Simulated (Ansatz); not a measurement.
`[SnH3]` radical at its PBE0-D4/def2-TZVP geometry, where that method's forces vanish. Total charge 0; spin multiplicity 2. Sn: def2 effective core potential.

```xyz
4

Sn    0.0020    0.3911    0.1664
H     1.6038   -0.2203    0.1370
H    -0.6190    0.4577   -1.4307
H    -0.9868   -0.6285    1.1273
```

(1) What forces (eV/Å) does r2SCAN-D4/def2-TZVPP give on these atoms in Ansatz? (Best estimate.)

Results:

(1) Ansatz gave: 
```
Sn1  0.000  0.006  0.002
H2  -0.017 -0.001 -0.003
H3   0.007 -0.008  0.014
H4   0.011  0.003 -0.014
```
